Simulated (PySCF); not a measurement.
A GIAO shielding run with PySCF 2.14.0 with density-fitted response routines (density fitting, non-relativistic, gas phase) on `CSc1ccccn1`, C$_{6}$H$_{7}$NS:

```
$ OMP_NUM_THREADS=2 python probes_run.py task.json out

{"job": {"kind": "nmr", "xc": "wB97X-D", "basis": "pcSseg-2", "pop": false}, "charge": 0, "multiplicity": 1}
C      2.871689    -0.322003     0.130844
S      1.864997     1.141600     0.360704
C      0.254058     0.491734     0.117112
C     -0.824009     1.377905     0.219776
C     -2.095494     0.882550     0.034147
C     -2.261619    -0.469270    -0.248949
C     -1.129416    -1.256828    -0.330082
N      0.107549    -0.796820    -0.151762
H      3.904372     0.006206     0.250604
H      2.724550    -0.737252    -0.864463
H      2.631095    -1.077633     0.876643
H     -0.652090     2.424527     0.440861
H     -2.953047     1.541623     0.108410
H     -3.243448    -0.898553    -0.402095
H     -1.210077    -2.317822    -0.549191
```

Hardware: 2 threads of an Intel Xeon, shared host. The job also computes ring-centre shieldings.

(1) How large is the calculation?

(2) How long does it take, and how much memory does it need?

(3) And these other runs on the same molecule and hardware: GIAO shielding at B97-2/pcSseg-2; GIAO shielding at KT3/pcSseg-2; GIAO shielding at PBE0/pcSseg-2?

Answers

(1) 66 electrons, 393 basis functions and 1061 auxiliary functions.

(2) 3.1 min of wall time, with 14 SCF cycles and 7 response iterations; peak memory 2.5 GiB. Times on a shared host scatter by some tens of per cent.

(3) B97-2/pcSseg-2: 393 functions, 2.6 min; KT3/pcSseg-2: 393 functions, 2.8 min; PBE0/pcSseg-2: 393 functions, 2.8 min.
